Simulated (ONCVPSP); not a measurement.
## What one change does to a pseudopotential (cerium, ONCV)

ONCVPSP 4.0.1 input, shortened (lines: element, Z, core and valence counts, functional; n l f; lmax; l rc ep ncon nbas qcut; lloc lpopt rc5 dvloc0; l nproj debl; icmod fcfact rcfact), PBE, scalar-relativistic:

```
  Ce 58.00    9    5        4      upf
    1    0    2.00
    2    0    2.00
    2    1    6.00
    3    0    2.00
    3    1    6.00
    3    2   10.00
    4    0    2.00
    4    1    6.00
    4    2   10.00
    4    3    1.00
    5    0    2.00
    5    1    6.00
    5    2    1.00
    6    0    2.00
    3
    0    2.10    0.00    4    7    4.90
    1    2.40    0.00    5    8    4.60
    2    2.85    0.00    4    7    3.40
    3    1.30    0.00    4    8   14.90
    4    5    1.10    0.00
    0    2    2.40
    1    2    1.60
    2    2    1.20
    3    2    1.70
    2    0.70    1.05
```

Change: s: qcut 2.9.

Cutoffs: the cutoffs (Ha) at which the residual kinetic energy of the hardest occupied pseudo-wave falls to 1 and 0.1 mHa per electron; they do not see the model core or the augmentation charge, which bear on the density cutoff. Errors are all-electron minus pseudo energies relative to the spin-unpolarised reference configuration.

Predict the effect on cutoff, ghosts and configuration errors.

The potential gets neither clearly harder nor softer (82 Ha and 92 Ha → 82 Ha and 92 Ha); both files keep a bound ghost (s); of the 3 tests that both files solve, the error grows in 2 and shrinks in 0 by more than 15 % and 0.3 meV (median size 2.6 → 2.6 meV).

```csv
quantity,base,changed
"cutoff, loose",82 Ha,82 Ha
"cutoff, tight",92 Ha,92 Ha
loose cutoff by channel,"s 10 Ha, p 9.3 Ha, d 5.7 Ha, f 82 Ha","s 25 Ha, p 9.3 Ha, d 5.7 Ha, f 82 Ha"
bound ghosts,s,s
GHOST(+) flags under 300 eV,p at 38.9 eV,p at 38.9 eV
"tests counted as reliable (solved cleanly; for ONCVPSP, near-neutral configurations with less than one 5d electron left out)",3 of 4,3 of 4
"error for 4f1 5s2 5p6 5d1 6s1, meV [ΔE 6.07 eV]",-1.4,-1.9
"error for 4f1 5s2 5p6 5d1 6s0, meV [ΔE 17.15 eV]",-4.5,-8.1
"error for 4f1 5s2 5p6 5d0 6s0, meV [ΔE 36.33 eV]",+2.6,+2.6
s: phases at 2.13 bohr within 0.05 rad from the reference energy up to (Ha; the scan ends near 5),to the end of the scan,to the end of the scan
p: phases at 2.43 bohr within 0.05 rad from the reference energy up to (Ha; the scan ends near 5),1.3,1.3
d: phases at 2.89 bohr within 0.05 rad from the reference energy up to (Ha; the scan ends near 5),to the end of the scan,to the end of the scan
f: phases at 1.32 bohr within 0.05 rad from the reference energy up to (Ha; the scan ends near 5),to the end of the scan,to the end of the scan
"rms error of d²Exc/dni dnj with the model core, mHa",1.65,2.05
```

 A true bound ghost makes a file unfit for plane-wave use even where its test errors are small: the radial tests pick states by their node count and pass the ghost by.
